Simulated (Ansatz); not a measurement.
`[OH][In]([Cl])[Br]` + NH₃ → `[NH2][In]([OH])[Br]` + HCl at 700 K and 1 bar (ligand exchange at the In–Cl bond).

Program: Ansatz. Geometries: PBE0-D4/def2-TZVP. ΔE: electronic, gas phase. CCSD(T)/CBS is the MP2 limit (def2-TZVPP, def2-QZVPP) plus CCSD(T) − MP2 in def2-TZVPP, frozen cores. This one scheme is used for every species. def2 core potentials past Kr. For Br, In outer-core shells are correlated without core-valence functions, which leaves a few kJ/mol of doubt a bond. Scalar relativity is left out up to krypton. Each species was taken in one conformer, which may not be the lowest.

```tsv
species	CCSD(T)/CBS energy (Eh)	H − E (kJ/mol)	S (J/(mol·K))
`[OH][In]([Cl])[Br]`	-3298.81138	95.9	441.3
NH₃	-56.50880	116.9	226.5
`[NH2][In]([OH])[Br]`	-2894.90232	169.1	460.1
HCl	-460.38127	38.4	211.8
```

H − E and S are ideal-gas, rigid-rotor, harmonic terms from PBE0-D4/def2-TZVP, for one conformer and one mirror image of each species. 1 Eh = 2625.50 kJ/mol, R = 8.31446 J/(mol·K).

By hand: ΔE, ΔH, ΔS and ΔG.

ΔE = (-2894.90232) + (-460.38127) − (-3298.81138) − (-56.50880) = 0.03659 Eh = 96.1 kJ/mol. Δ(H − E) = 169.1 + 38.4 − 95.9 − 116.9 = -5.3, so ΔH = 90.8 kJ/mol. ΔS = 460.1 + 211.8 − 441.3 − 226.5 = 4.1 J/(mol·K). ΔG = 90.8 − 700 × (4.1)/1000 = 87.9 kJ/mol.

By hand: the equilibrium constant, and the temperature at which ΔG would vanish if ΔH and ΔS stayed fixed.

log₁₀ K = −ΔG/(RT ln 10) = -6.6. ΔG = 0 at ΔH/ΔS = 22146 K, far beyond where these terms or the molecules hold.

The number of gas molecules stays the same, so ΔS is small and ΔH decides. A doubt of 5 kJ/mol in ΔE shifts log₁₀ K by 0.4 here. Other conformers and mirror images would add mixing entropy, several J/(mol·K) or more a flexible species. These are equilibria of isolated gas molecules and say nothing of rates. Largest T1 diagnostic: 0.013 (customary marks: 0.02 for closed shells, 0.045 for open ones).
